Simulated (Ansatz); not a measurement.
Cost and result up the ladder for BiMe3 (C3H9Bi) (13 atoms). Charge 0, multiplicity 1. Geometry: PBE0-D4/def2-SVP.

| atom | x (Å) | y (Å) | z (Å) |
| --- | --- | --- | --- |
| Bi1 | -1.099 | 0.662 | 0.114 |
| C2 | 0.613 | 0.831 | 1.601 |
| C3 | 0.285 | 0.845 | -1.680 |
| C4 | -1.006 | -1.610 | 0.091 |
| H5 | 0.935 | 1.879 | 1.676 |
| H6 | 1.453 | 0.209 | 1.261 |
| H7 | 0.275 | 0.486 | 2.589 |
| H8 | 1.148 | 0.179 | -1.544 |
| H9 | 0.631 | 1.884 | -1.773 |
| H10 | -0.259 | 0.563 | -2.592 |
| H11 | -1.553 | -1.988 | -0.784 |
| H12 | -1.468 | -2.007 | 1.005 |
| H13 | 0.044 | -1.931 | 0.037 |

Ansatz on 2 threads of Arm Neoverse V1 on a shared host. Times are rough, and most runs start from the orbitals of an earlier one. ωB97X-V/def2-TZVP serves as the yardstick here, not as an exact answer. Differences are given only for rows in sets of like size (and for xTB, whose basis is part of the method), since another set adds its own error. Binding counts from free atoms at the same level (Bi quartet, C triplet, H doublet; other spins of the atoms weren't run), without zero-point energy or a counterpoise term.

In the def2 sets Bi takes a core potential; there is no spin–orbit coupling. B3LYP takes the VWN-RPA correlation. Correlated methods freeze 7 core orbitals; core or outer-core shells of Bi are correlated, in sets that lack core-valence functions. The rows differ in basis, and correlated rows in double-zeta sets carry the largest basis error.

Correlated methods converge slowly with the basis, most of all in double-zeta sets.

| level | functions | wall time | binding energy per atom (eV) | difference from ωB97X-V/def2-TZVP (eV) |
| --- | --- | --- | --- | --- |
| PBE-D4/def2-SVP | 113 | 1.8 s | 3.64 | – |
| PBE0-D4/def2-SVP | 113 | 2 s | 3.59 | – |
| revPBE-D4/def2-TZVP | 197 | 3 s | 3.57 | -0.02 |
| MP2/def2-TZVP | 197 | 3.7 s | 3.45 | -0.14 |
| PBE-D4/def2-TZVP (with forces) | 197 | 3.9 s | 3.65 | 0.05 |
| B3LYP-D4/def2-TZVP | 197 | 4 s | 3.61 | 0.01 |
| PBE0-D4/def2-TZVP | 197 | 4.2 s | 3.59 | 0.00 |
| r2SCAN-D4/def2-TZVP | 197 | 6.5 s | 3.58 | -0.01 |
| ωB97X-V/def2-TZVP | 197 | 13 s | 3.59 | 0.00 |
| CCSD(T)/def2-SVP | 113 | 17 s | 3.39 | – |
